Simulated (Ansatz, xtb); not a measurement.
## GaH2OP2: where a starting geometry ends

The starting geometry of this gas-phase doublet was built from a drawn formula by distance geometry and a force field; its bonds are those of `O=P[PH][GaH]`.

```yaml
atoms:
  - { symbol: Ga, position_ang: [-1.1701, -0.3878, 0.9231] }
  - { symbol: O, position_ang: [1.8248, 1.6494, 0.3913] }
  - { symbol: P, position_ang: [0.7222, 2.5408, 0.9726] }
  - { symbol: P, position_ang: [-1.3944, 2.1266, 0.4029] }
  - { symbol: H, position_ang: [-1.0990, 2.0483, -0.9714] }
  - { symbol: H, position_ang: [-0.4268, -0.6113, -0.0270] }
```

Problem. Predict what it relaxes into with r2SCAN-D4/def2-SVP.

Solution. It keeps its bonds, and is `O=P[PH][GaH]`. Distances that change by over a tenth: Ga1–H6 (1.23 → 1.59 Å).

The energy falls by 2.28 eV over 18 steps:

```json
{"step": "1", "E − E(last) (eV)": "2.277"}
{"step": "3", "E − E(last) (eV)": "0.283"}
{"step": "5", "E − E(last) (eV)": "0.255"}
{"step": "7", "E − E(last) (eV)": "0.170"}
{"step": "9", "E − E(last) (eV)": "0.099"}
{"step": "10", "E − E(last) (eV)": "0.063"}
{"step": "12", "E − E(last) (eV)": "0.016"}
{"step": "14", "E − E(last) (eV)": "0.004"}
{"step": "16", "E − E(last) (eV)": "0.000"}
{"step": "18", "E − E(last) (eV)": "0.000"}
```

Final geometry (Å):

| atom | x (Å) | y (Å) | z (Å) |
| --- | --- | --- | --- |
| Ga | -1.1225 | -0.4019 | 0.9674 |
| O | 1.7952 | 3.0807 | 0.2644 |
| P | 0.8867 | 2.5146 | 1.3203 |
| P | -0.9892 | 1.8270 | 0.3183 |
| H | -0.5436 | 1.7937 | -1.0391 |
| H | -1.5699 | -1.4479 | -0.1398 |

From the same start GFN2-xTB ends elsewhere, differing in Ga1–O2 (1.87 against 4.60 Å here).

No frequencies were run, so the end isn't proven a minimum. Open shells are spin-unrestricted. Run with Ansatz 0.2.0, 2.2 min on 2 threads of Intel(R) Xeon(R) Platinum 8259CL CPU @ 2.50GHz (Skylake/Cascade Lake), on a shared host.
